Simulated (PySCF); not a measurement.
C6H5N3, SMILES c1ccc2[nH]nnc2c1. Geometry optimised at B3LYP-D3(BJ)/def2-SVP.

**Question.** Give the equilibrium geometry at B3LYP-D3(BJ)/def2-SVP (PySCF confirms it by a frequency run) as Cartesian coordinates in Å, and its point group. (Estimate from the structure and the level; the computed values follow.)

**Answer.** point group Cs.
```xyz
14

C      0.6971    -2.1115     0.0000
C     -0.7205    -2.0964     0.0000
C     -1.4447    -0.9102     0.0000
C     -0.6957     0.2772     0.0000
N     -0.9972     1.6091     0.0000
N      0.1319     2.3622     0.0000
N      1.1548     1.5847     0.0000
C      0.7189     0.2756     0.0000
C      1.4331    -0.9348     0.0000
H      1.2142    -3.0734     0.0000
H     -1.2584    -3.0474     0.0000
H     -2.5361    -0.9083     0.0000
H     -1.8991     2.0695     0.0000
H      2.5242    -0.9320     0.0000
```
Charge 0, spin multiplicity 1.
